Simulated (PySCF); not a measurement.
**Electron correlation in Ca⁺ (calcium, charge +1)**

[Ar] 3d1, 2D determinant (an excited configuration). All numbers are calculated (PySCF 2.14, the spin-free X2C one-electron Hamiltonian (Gaussian nucleus), in x2c-QZVPPall (11s7p4d3f, 73 functions)). Frozen: [Ne]; 9 electrons correlated.

| level | correlation energy (mhartree) |
| --- | --- |
| CCSD | -234.77 |
| (T) | -6.16 |
| CCSD(T) | -240.93 |

Diagnostics: T1 = 0.0036, D1 = 0.0093, largest double amplitude 0.022.

Cost of the coupled-cluster step: of the order of 22 core-seconds, for 9 correlated electrons.

This basis was not built for core-valence correlation, so the inner-shell part is incomplete.
